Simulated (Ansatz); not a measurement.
Basis-set extrapolation for `OC([SiH3])BF` (PBE0-D4/def2-TZVP geometry, frozen core, Ansatz 0.2.0). Multiplicity 1, RHF reference.

```
                      def2-TZVPP   def2-QZVPP
                 HF  -529.429180  -529.449355
    MP2 correlation    -0.884901    -0.955417
CCSD(T) correlation    -0.958320      not run
```

Energies in hartree. Use E(X) = E(∞) + A·exp(−7.88·√X) for Hartree–Fock and E(X) = E(∞) + B·X^(−2.97) for correlation, with X = 3 and 4, and add CCSD(T) minus MP2 of the smaller set to the MP2 limit.

**Question.** What is the CCSD(T) energy at the basis-set limit?

**Answer.** HF limit: -529.449355 + (-0.020175) × 0.13774 = -529.45213. MP2 limit: -0.955417 + (-0.070516) × 0.74074 = -1.00765. Higher-order term: -0.958320 − (-0.884901) = -0.07342. Total: -530.53320 hartree, 382.5 kJ/mol below CCSD(T)/def2-TZVPP.
